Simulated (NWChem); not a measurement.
Si2H4O2; SMILES O1[SiH2]O[SiH2]1

```xyz
8

O      1.1956     0.0000     0.0000
Si     0.0000     1.2053     0.0000
O     -1.1956     0.0000     0.0000
Si     0.0000    -1.2053     0.0000
H      0.0000     2.0463    -1.2254
H      0.0000     2.0463     1.2254
H      0.0000    -2.0463     1.2254
H      0.0000    -2.0463    -1.2254
```
Atoms are numbered in this order, from 1.

All runs: NWChem. Pople sets run with spherical d functions. Coordinates come from a PBE0/def2-SVP optimisation. Level: PBE0/6-31+G*; rows give the wavelength of the field.

Task: Among these, which field gives the highest value of “anisotropy (bohr³)”?
A. 1065 nm
B. 400 nm
C. static
D. 589 nm

Result: B, 400 nm. Values: static 16.6; 1065 nm 16.9; 589 nm 17.3; 400 nm 18.2
